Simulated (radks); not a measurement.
Neutral rhodium, configuration [Kr] 4d8 5s1. All-electron calculation, Dirac Kohn-Sham, LDA (Slater exchange, Perdew-Zunger correlation), spin-unpolarised, spherical densities, finite nucleus; open shells are shared between the two j in proportion to 2j + 1; Fermi nuclear charge, rms radius 4.4945 fm. Program: a radial shooting solver on a logarithmic mesh with Libxc functionals.

Unscreened Slater integrals over Kohn-Sham orbitals (hartree). Large and small components are both included.

integral            value
F0(5s1/2,5s1/2)   0.27832
F0(5s1/2,4d5/2)   0.34209
G2(5s1/2,4d5/2)  0.065589
F0(5s1/2,4d3/2)   0.34305
G2(5s1/2,4d3/2)  0.063352
F0(5s1/2,4p3/2)   0.35797
G1(5s1/2,4p3/2)  0.019460
F0(4d5/2,4d5/2)   0.57249
F2(4d5/2,4d5/2)   0.27529
F4(4d5/2,4d5/2)   0.17686
F0(4d5/2,4d3/2)   0.57727
F2(4d5/2,4d3/2)   0.27783
G2(4d5/2,4d3/2)   0.27771
G4(4d5/2,4d3/2)   0.17852
F0(4d5/2,4p3/2)   0.66979
F2(4d5/2,4p3/2)   0.31665
G1(4d5/2,4p3/2)   0.39295
G3(4d5/2,4p3/2)   0.23775
F0(4d3/2,4d3/2)   0.58216
F2(4d3/2,4d3/2)   0.28049
F0(4d3/2,4p3/2)   0.67698
F2(4d3/2,4p3/2)   0.32200
G1(4d3/2,4p3/2)   0.40111
G3(4d3/2,4p3/2)   0.24283
F0(4p3/2,4p3/2)   0.82520
F2(4p3/2,4p3/2)   0.43077
